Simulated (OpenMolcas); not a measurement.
An atom or ion with 72 electrons was computed by SS-RASPT2, IPEA 0.25 Eh, imaginary shift 0.1 Eh with spin-orbit coupling (OpenMolcas, ANO-RCC-VQZP, DKH2). The lowest levels that the run gave, each within 12 % of the measured value where one is at hand:

| J | Parity | E (cm-1) | g |
| --- | --- | --- | --- |
| 0 | even | 0.0 |  |
| 1 | even | 4500 | 1.499 |
| 2 | even | 8400 | 1.475 |
| 3 | even | 11430 | 1.453 |
| 4 | even | 13430 | 1.394 |
| 0 | even | 19260 |  |
| 4 | even | 21210 | 0.976 |
| 3 | even | 25010 | 0.908 |
| 2 | even | 25650 | 0.815 |
| 1 | even | 26110 | 1.395 |
| 5 | even | 26370 | 1.072 |
| 6 | even | 28580 | 1.123 |

Which ion is it, and what are the configurations and terms?

Os4+ (Z = 76, charge +4; active space 10 electrons in 8 orbitals (RAS1 5p, at most 2 holes; RAS2 5d)). J, parity and g give the terms where levels are pure, and mixed ones are named by the computed weights; the size of the splittings, set against known spectra of the 72-electron sequence, gives the charge. In order, with the measured energies in cm-1 (the list in Palmeri et al., Atoms 14, 22 (2026)): 5d4 5D0 [64 %], 5d4 5D1 (4311), 5d4 5D2 (8083), 5d4 5D3 (11018), 5d4 5D4 [68 %] (12966), 5d4 3P0(1) [51 %], 5d4 3H4 [57 %] (20374), 5d4 3G3 [61 %] (23942), 5d4 3F2(1) [67 %], 5d4 3P1(1) (24680), 5d4 3H5 (25344), 5d4 3H6 [73 %] (27669).

CASPT2 does not keep the components of a term degenerate, so their means are used; among the terms shown or strongly mixed into the levels shown the widest spread is 200 cm-1 (5d4 1I). Active for correlation alone: 5p; no level in the range computed is led by a configuration that opens it, so any true level of that kind is missing. Measured partners are found by configuration, term and J. A level has none where our copy of the source lacks it or the pairing is in doubt (some pairs that miss far off the trend of their configuration count as doubtful), and it then counts in no deviation. Levels of configurations outside the active space are missing.

A share in square brackets marks a mixed level and gives the weight of the term that names it. A number in round brackets counts repeated terms of one configuration in the order of the reference energies.
